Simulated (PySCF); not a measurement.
Identify the unknown among the candidates.

All candidates are C7H7N.

| technique | computed result |
| --- | --- |
| UV, first state | lowest singlet excitation: 7.58 eV (164 nm, f = 0.001) [TDDFT CAM-B3LYP/def2-SVPD] |
| Polarisability | 73.2 au [CAM-B3LYP/def2-SVPD] |
| Rotational structure | rotational constants A, B, C: 5.854, 1.683, 1.564 GHz [GFN2-xTB] |
| Dipole | 4.44 D [CAM-B3LYP/def2-SVPD] |
| UV, strongest line | among the 8 lowest singlet transitions: S6 at 8.11 eV (153 nm, f = 0.013) [TDDFT CAM-B3LYP/def2-SVPD] |
| Triplet | lowest triplet excitation (Tamm–Dancoff): 6.42 eV [TDA CAM-B3LYP/def2-SVPD] |
| 13C NMR | chemical shifts (computed TMS as zero) by class: 127.4 (1 C), 44.5 (1 C), 38.2 (1 C), 36.4 (1 C), 35.3 (1 C), 22.9 (1 C), 19.7 (1 C) ppm [GIAO PBE0/pcSseg-1] |
| 1H NMR | chemical shifts (computed TMS as zero) by class: 3.31 (1 H), 2.77 (1 H), 2.64 (1 H), 2.32 (1 H), 2.02 (1 H), 1.86 (1 H), 1.78 (1 H) ppm [GIAO PBE0/pcSseg-1] |

Gas-phase values; electronic properties from PySCF, density fitting. Levels stand in brackets. Isolated species at its GFN2-xTB geometry, gas phase. Each NMR value is the plain mean over a class of atoms that symmetry, rotation or inversion makes alike.

Problem. Which candidate is it?
A. `C=Cc1ccncc1`
B. `N#C[C@@]12CC=C[C@@H]1C2`
C. `N#C[C@]12C[C@@H]3[C@H](C1)[C@@H]32`
D. `N#C[C@@H]1[C@H]2C[C@@H]3[C@H]2[C@H]13`

Solution. D. It is `N#C[C@@H]1[C@H]2C[C@@H]3[C@H]2[C@H]13`. Numbering: `[N:1]#[C:2][C@@H:3]1[C@H:4]2[CH2:5][C@@H:6]3[C@H:7]2[C@H:8]13`. Its formula, C7H7N, gives 5 degrees of unsaturation: 3 rings and 2 π bonds in the structure found. 7 carbons fall into 7 classes; from least to most shielded: nitrile carbon [C2] (127.4 ppm), sp3 carbon at a ring junction [C4] (44.5 ppm), four-membered-ring carbon [C5] (38.2 ppm), sp3 carbon next to a nitrile [C3] (36.4 ppm), sp3 carbon at a ring junction [C7] (35.3 ppm), sp3 carbon at a ring junction [C8] (22.9 ppm), sp3 carbon at a ring junction [C6] (19.7 ppm). Hydrogen classes from least to most shielded: 1 H on an sp3 carbon at a ring junction, C7 (3.31 ppm), 1 H on a four-membered-ring carbon, C5 (2.77 ppm), 1 H on an sp3 carbon next to a nitrile, C3 (2.64 ppm), 1 H on an sp3 carbon at a ring junction, C4 (2.32 ppm), 1 H on an sp3 carbon at a ring junction, C8 (2.02 ppm), 1 H on an sp3 carbon at a ring junction, C6 (1.86 ppm), 1 H on a four-membered-ring carbon, C5 (1.78 ppm). The optimised geometry has point group C1 and is an asymmetric top.

The others, at the same levels:
- `C=Cc1ccncc1` fails: it has 5 carbon classes against 7; its computed 13C shifts are 156.6 (2 C), 148.3 (1 C), 144.0 (1 C), 125.0 (2 C), 123.5 (1 C) ppm, 1H shifts are 8.96 (2 H), 7.39 (2 H), 6.84 (1 H), 6.57 (1 H), 5.85 (1 H) ppm and rotational constant A is 5.513 GHz (against 5.854 GHz).
- `N#C[C@@]12CC=C[C@@H]1C2` fails: its computed 13C shifts are 142.2 (1 C), 137.7 (1 C), 126.8 (1 C), 44.6 (1 C), 40.0 (1 C), 28.3 (1 C), 14.2 (1 C) ppm, 1H shifts are 6.22 (1 H), 5.66 (1 H), 3.02 (1 H), 2.74 (1 H), 2.46 (1 H), 1.50 (1 H), 0.29 (1 H) ppm and rotational constant A is 4.470 GHz (against 5.854 GHz).
- `N#C[C@]12C[C@@H]3[C@H](C1)[C@@H]32` fails: it has 5 carbon classes against 7; its computed 13C shifts are 124.4 (1 C), 43.1 (2 C), 40.5 (1 C), 31.6 (1 C), 18.1 (2 C) ppm, 1H shifts are 3.35 (1 H), 2.89 (2 H), 2.03 (2 H), 1.74 (2 H) ppm and rotational constant A is 4.891 GHz (against 5.854 GHz).

Each candidate is one conformer, not necessarily the lowest. Dipoles, sizes and rotational constants follow the conformer. The torsions of the flexible species, by atom-mapped SMILES:
- `[CH2:1]=[CH:2][c:3]1[cH:4][cH:5][n:6][cH:7][cH:8]1`: C1–C2–C3–C4 0°

The conformers of `N#C[C@@]12CC=C[C@@H]1C2` aren't listed.
